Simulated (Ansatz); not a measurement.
A single point on F2HOSn, SMILES `[OH][Sn]([F])[F]` radical.

```yaml
crystal:
  periodic: [false, false, false]
  atoms:
    - {symbol: O, position_ang: [-0.436807, 1.249464, -0.323381]}
    - {symbol: Sn, position_ang: [-0.208083, -0.474924, 0.578339]}
    - {symbol: F, position_ang: [1.626600, -0.985737, 0.320322]}
    - {symbol: F, position_ang: [-1.230462, -1.712145, -0.460379]}
    - {symbol: H, position_ang: [0.298650, 1.849643, -0.156300]}
basis:
  gaussian: {orbitals: def2-TZVPP}
magnetization: {spin_polarized: true, initial_magnetization: 1}
hamiltonian: {xc: pbe}
correlation: {method: rpa}
```

```sh
$ ansatz run in.yaml --threads 4 --pin off --events-out ev --progress --plain --max-ram 10444MiB
```

It prints (some lines left out):

```
Functional definition: PBE
1173 factors; integrals over basis functions are off by at most 7.2e-4 eV
mean field evaluation 1: about -13314.2696 eV, gradient 6.2e1 eV
mean field evaluation 2: about -13314.2694 eV, gradient 6.2e1 eV
mean field evaluation 4: about -13322.6419 eV, gradient 3.1e1 eV
mean field evaluation 8: about -13326.4810 eV, gradient 6.8e-1 eV
mean field evaluation 16: about -13326.4819 eV, gradient 2.7e-4 eV
mean field -13326.48189183 eV, -489.7391765110 hartree, gradient 6.2e-6 eV, S^2 0.751832; 1 other end points of the search recorded, 0 dependent functions left out
7 core orbitals not correlated: weight in the atoms' cores, before any rotation towards them, 1.000 or more for the frozen orbitals, at most 0.000 for the correlated occupied ones
reference -13273.28281334 eV, -487.7841464362 hartree; 18, 17 occupied and 132, 133 virtual orbitals, 1173 factors
Total energy: -13315.02799617 eV, -489.3182536092 hartree
```

It took 5.5 s on 4 threads of an Arm Neoverse V1 on a shared host, with 0.41 GiB of host memory at the peak.
